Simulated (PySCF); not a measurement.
CuCl, SMILES [Cu][Cl], multiplicity 1. Atoms are numbered in the order given.

```xyz
2

Cu     0.0000     0.0000    -0.7675
Cl     0.0000     0.0000     1.3092
```
Charge 0, spin multiplicity 1.

Geometry optimised at PBE0-D3(BJ)/def2-TZVPD. The spin state was assumed, not searched.

Two levels are set side by side: PBE/pcSseg-2 (PySCF) and PBE0/pcSseg-2 (PySCF). GIAO shifts against HCl (³⁵Cl) at the same level; non-relativistic, no solvent, atoms listed together averaged. Without spin–orbit terms, shifts of atoms bonded to Cl or Br come out too high at both levels. Differences are taken from unrounded values.

```csv
quantity,PBE0,PBE,PBE minus PBE0
δ(³⁵Cl) of Cl2 (ppm),-216.6,-188.6,28.0
```

Rough cost on one machine, each run with all the roots and properties that it gave: PBE0 against PBE within a factor of 2.
